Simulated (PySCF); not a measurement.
Constitutional and geometric isomers with formula C2H4N2. Isolated molecules, 0 K electronic values unless said otherwise. One relaxed conformer stands for each flexible species; it need not be the lowest. Strings in code marks are SMILES.

The numbers are results of PySCF with r2SCAN-D4/def2-TZVP, not measurements. All candidates: neutral, multiplicity 1. Delta-SCF ions had no search for a lower state. Excitations are Tamm–Dancoff values on a coarser integration grid. The basis has no diffuse functions, so Rydberg states are missing or too high.

```json
{
  "HOMO–LUMO gap": "6.37 eV",
  "vertical ionisation energy (Delta-SCF)": "9.76 eV",
  "S1 excitation (TDA)": "6.36 eV"
}
```

Task: Say which member has these values.
A. `CN=C=N`
B. `NC#CN`
C. `CNC#N`
D. `N=C=CN`

Result: C, `CNC#N`. The others give `NC#CN`: 5.99 eV, 8.17 eV, 5.93 eV; `CN=C=N`: 6.58 eV, 9.86 eV, 6.73 eV; `N=C=CN`: 3.60 eV, 8.00 eV, 3.69 eV
